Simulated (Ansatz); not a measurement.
Consider the ligand exchange at a B–Br bond: `FB([SiH3])Br` + H₂Se → `FB([SiH3])[SeH]` + HBr.

Program: Ansatz. Geometries: PBE0-D4/def2-TZVP. ΔE: electronic, gas phase. CBS: MP2 limit from def2 TZ/QZ plus the TZ coupled-cluster correction, frozen cores. DFT in def2-TZVPP. B3LYP here is the variant with VWN-RPA as its local correlation; programs differ in this. For Br, Se outer-core shells are correlated without core-valence functions, which leaves a few kJ/mol of doubt a bond. Scalar relativity is left out up to krypton. One conformer a species, not always the lowest.

```
   level  ΔE (kJ/mol)
  PBE-D4          8.8
B3LYP-D4         12.1
```

(1) What does CCSD(T)/CBS give? (An estimate is asked.)

Largest T1 diagnostic among the species: 0.013.

## Answers

(1) Ansatz gave: +12.7 kJ/mol. The listed levels differ from it by -3.9, -0.6 kJ/mol.

In def2-TZVPP, CCSD(T) changes the Hartree–Fock value by −10.0 kJ/mol (the triples alone add −1.4 kJ/mol) and MP2 by −9.6 kJ/mol.
